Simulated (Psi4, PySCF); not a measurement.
Input for PySCF:
```python
from pyscf import gto, scf, dft

mol = gto.M(
    atom='''
Hf    0.16198422    0.08986631    0.15434697
Cl    1.67669179    1.12473129    1.46639015
Cl   -0.93563556   -1.30710791    1.53279462
Cl   -1.24341668    1.69597803   -0.55096803
O     0.65066792   -0.87100724   -1.35901133
Si   -0.43731869   -1.45667371   -2.41454629
H    -1.74287364   -1.54049122   -1.70426651
H     0.05106640   -2.77486407   -2.80862422
H    -0.51381059   -0.52475309   -3.54403733
''',
    basis='def2-svp',
    ecp={'Hf': 'def2-svp'},
    verbose=4,
)

mf = dft.RKS(mol)
mf.xc = 'pbe'
mf.grids.atom_grid = (99, 590)
mf.grids.prune = None
mf.kernel()
```

Question: Write the same job for Psi4.

Answer: One answer among several that fit: 
```
memory 2 GB

molecule {
0 1
  Hf    0.16198422    0.08986631    0.15434697
  Cl    1.67669179    1.12473129    1.46639015
  Cl   -0.93563556   -1.30710791    1.53279462
  Cl   -1.24341668    1.69597803   -0.55096803
  O     0.65066792   -0.87100724   -1.35901133
  Si   -0.43731869   -1.45667371   -2.41454629
  H    -1.74287364   -1.54049122   -1.70426651
  H     0.05106640   -2.77486407   -2.80862422
  H    -0.51381059   -0.52475309   -3.54403733
}

set basis def2-svp
set scf_type pk
set puream true
set d_convergence 1e-8
set dft_radial_points 99
set dft_spherical_points 590

energy('pbe')
print_variables()
```

Both were run: PySCF gave -1794.091936 Eh and Psi4 -1794.091934 Eh, 0.002 mEh apart.
